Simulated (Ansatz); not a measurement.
One change: `CC(=O)Cl` becomes `BNC(C)=O`.

Ansatz, PBE0-D4/def2-TZVP geometries, multiplicity 1. 

```csv
property,`CC(=O)Cl`
LUMO energy (ωB97M-V/def2-TZVPP) / eV,1.34
size of the dipole moment (PBE/def2-TZVPP) / D,2.67
HOMO–LUMO gap (PBE0/def2-TZVPP) / eV,7.57
HOMO energy (ωB97M-V/def2-TZVPP) / eV,-10.86
LUMO energy (PBE/def2-TZVPP) / eV,-2.14
LUMO energy (PBE0/def2-TZVPP) / eV,-1.01
```

(1) What does the change do to each property? (An estimate is asked.)

Results:

(1) Computed: 
```json
{"property": "LUMO energy (ωB97M-V/def2-TZVPP) / eV", "`BNC(C)=O`": "0.86", "shift": "-0.48"}
{"property": "size of the dipole moment (PBE/def2-TZVPP) / D", "`BNC(C)=O`": "3.71", "shift": "1.04"}
{"property": "HOMO–LUMO gap (PBE0/def2-TZVPP) / eV", "`BNC(C)=O`": "6.64", "shift": "-0.93"}
{"property": "HOMO energy (ωB97M-V/def2-TZVPP) / eV", "`BNC(C)=O`": "-10.24", "shift": "0.62"}
{"property": "LUMO energy (PBE/def2-TZVPP) / eV", "`BNC(C)=O`": "-2.19", "shift": "-0.05"}
{"property": "LUMO energy (PBE0/def2-TZVPP) / eV", "`BNC(C)=O`": "-1.15", "shift": "-0.14"}
```

With PBE0 the HOMO rises by 0.77 eV and the LUMO falls by 0.14 eV, so the gap narrows by about 0.91 eV. PBE moves the HOMO by 0.86 eV and ωB97M-V by 0.62 eV. Dipoles are sizes alone; their direction can turn.
